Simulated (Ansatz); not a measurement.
The cluster HfTe2 (the lowest singlet isomer of a short search) was relaxed with B3LYP-D4 (def2-TZVP) in Ansatz in these states: neutral quintet, neutral triplet. The geometries follow in no particular order.

In the def2 sets Hf, Te take a core potential; there is no spin–orbit coupling.

A:

```xyz
3

Hf    1.0866    0.5812    0.7523
Te    0.2694    0.0699   -1.8285
Te   -1.3560   -0.6510    1.0763
```

B:

```xyz
3

Hf    0.0491   -0.8981   -1.3026
Te    0.9465    1.3003    0.1010
Te   -0.9956   -0.4022    1.2016
```

Task: Judge from the bond lengths which geometry belongs to which state (an estimate).

Result: A is the neutral quintet (Te2–Te3 3.406 Å, Hf1–Te3 2.755 Å, Hf1–Te2 2.755 Å); B is the neutral triplet (Te2–Te3 2.808 Å, Hf1–Te3 2.758 Å, Hf1–Te2 2.758 Å).

At PBE0-D4/def2-TZVP a broken-symmetry singlet lies 1.26 eV below the neutral quintet. At PBE0-D4/def2-TZVP a broken-symmetry singlet lies 0.25 eV below the neutral triplet. These are the stationary points nearest to one start from a short search; other shapes may lie lower in each state.
